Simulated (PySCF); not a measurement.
carbon tetrabromide (CBr$_{4}$), singlet, at a GFN2-xTB geometry. Base run: DF-BLYP/def2-SVP (PySCF).

The PySCF input:
```python
from pyscf import gto, scf, dft

mol = gto.M(
    atom='''
Br    1.889857   -0.406574   -0.169429
C    -0.000000    0.000000    0.000000
Br   -0.297246    1.874345   -0.405025
Br   -0.581087   -0.369803    1.814153
Br   -1.011524   -1.097968   -1.239699
''',
    basis='def2-svp',
    charge=0,
    spin=0,
    verbose=4,
)

mf = dft.RKS(mol)
mf.xc = 'blyp'
mf = mf.density_fit(auxbasis='def2-universal-jkfit')
mf.kernel()
mf.analyze()
```

The base run was repeated with changes; each row names its change, and settings that it needs were set with it.

```
change                                     ΔE vs base (mEh)  grid points  electrons on the grid
-----------------------------------------  ----------------  -----------  ---------------------
base                                                  0.000        95816              146.00000
grids.level = 1                                      -0.085        34512              145.99998
grids.atom_grid = (99, 590)                           0.003       144728              146.00000
grids.level = 7                                       0.002       433056              146.00000
grids.atom_grid = (150, 974)                          0.003       359248              146.00000
grids.level = 5                                       0.002       221928              146.00000
grids.radi_method = mura_knowles                     -0.001        90272              146.00000
grids.atom_grid = (30, 110)                         -16.884        12240              146.00106
grids.level = 0                                      -6.277        10880              145.99778
grids.prune = dft.gen_grid.treutler_prune             0.000        95232              146.00000
grids.atom_grid = (50, 194)                           0.158        30960              145.99997
```
